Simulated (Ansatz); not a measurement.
Geometry optimisation, RKS PBE-D4/def2-SVP (Ansatz 0.2.0).

input.yaml

```yaml
crystal:
  periodic: [false, false, false]
  atoms:
    - { symbol: Si, position_ang: [-0.4018, -0.602, -0.1763] }
    - { symbol: S, position_ang: [0.6255, 0.5828, 1.8005] }
    - { symbol: H, position_ang: [-1.6206, 0.1908, -0.2773] }
    - { symbol: H, position_ang: [0.7965, -1.1648, -0.7899] }
    - { symbol: "N", position_ang: [-1.0628, -2.0491, 0.4781] }
    - { symbol: H, position_ang: [0.7728, 1.59, 0.3191] }
    - { symbol: P, position_ang: [0.3882, 1.4678, -1.4496] }
    - { symbol: H, position_ang: [1.85, 0.138, 1.5657] }
    - { symbol: H, position_ang: [-1.9048, -2.0552, 1.0333] }
    - { symbol: H, position_ang: [-0.5085, -2.8673, 0.6783] }
    - { symbol: H, position_ang: [1.5045, 2.1992, -1.8048] }
    - { symbol: H, position_ang: [-0.4391, 2.5699, -1.3769] }
basis:
  gaussian: { orbitals: def2-SVP }
hamiltonian:
  xc: pbe
  dispersion: d4
relax:
  f_tol: 0.15
  max_steps: 25
  restrain:
    - { distance: [0, 6], at: 3.48, k: 30.0 }
    - { distance: [5, 1], at: 2.66, k: 30.0 }
    - { distance: [0, 1], at: 2.16, k: 30.0 }
    - { distance: [5, 6], at: 1.38, k: 30.0 }
output:
  orbitals: {}
```

Launched with:

```bash
$ ansatz run input.yaml --threads 2 --pin off --max-ram 3072MiB --backend cpu --events-out ev --progress --plain --runs-dir out
```

Problem. Where does it end, and by what steps?

Solution. It converged. The restraints hold the end off the free minimum. After 8 steps the energy has fallen by 2.020 eV (the restraints' own energy left out); H6 moved furthest, 0.74 Å. Parted: Si1–P7. Joined: H6–P7.

```csv
step,energy less start (eV),largest force component (eV/Å),accepted
0,0.0000,2.084,yes
1,-0.4649,2.747,yes
2,-0.6274,4.834,yes
3,-1.2429,3.350,yes
4,-1.8176,1.192,yes
5,-1.9858,0.789,yes
6,-1.9820,0.854,yes
7,-2.0150,0.844,yes
8,-2.0200,0.887,yes
```

```xyz
12
Properties=species:S:1:pos:R:3
Si -0.369 -0.791 0.238
S 0.535 0.356 1.844
H -1.417 0.141 -0.297
H 0.714 -1.123 -0.738
N -1.155 -2.297 0.618
H 0.814 1.771 -0.396
P 0.529 1.917 -1.766
H 1.664 -0.413 1.911
H -1.974 -2.287 1.236
H -0.558 -3.093 0.853
H 1.623 2.833 -1.976
H -0.406 2.987 -1.526
```

The run took 15 s on 2 threads of AMD EPYC 9B14 (Zen 4) (shared host), peak memory 0.17 GiB.
